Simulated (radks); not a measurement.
Coulomb parameter of the 5d shell of the rhenium ion Re+ in the model configuration [Xe] 4f14 5d5 6s1, as a second difference U = [E(n + 0.25) + E(n - 0.25) - 2 E(n)] / (0.25)^2 with all orbitals relaxed. "Bare": the charge of the atom changes with n. "Screened": the 6s shell takes up the change at fixed total charge, which measures U(5d,5d) + U(6s,6s) - 2 U(5d,6s). Calculated with a radial shooting solver on a logarithmic mesh with Libxc functionals: Dirac Kohn-Sham, PBE, spin-unpolarised, spherical densities, finite nucleus; open shells are shared between the two j in proportion to 2j + 1; Fermi nuclear charge, rms radius 5.3698 fm.

case                      configuration  E - E(n) (eV)
start                 [Xe] 4f14 5d5 6s1          0.000
bare +0.25         [Xe] 4f14 5d5.25 6s1         -2.933
bare -0.25         [Xe] 4f14 5d4.75 6s1          3.550
screened +0.25  [Xe] 4f14 5d5.25 6s0.75         -0.041
screened -0.25  [Xe] 4f14 5d4.75 6s1.25          0.094

U(bare) = 9.871 eV, U(screened by 6s) = 0.858 eV.
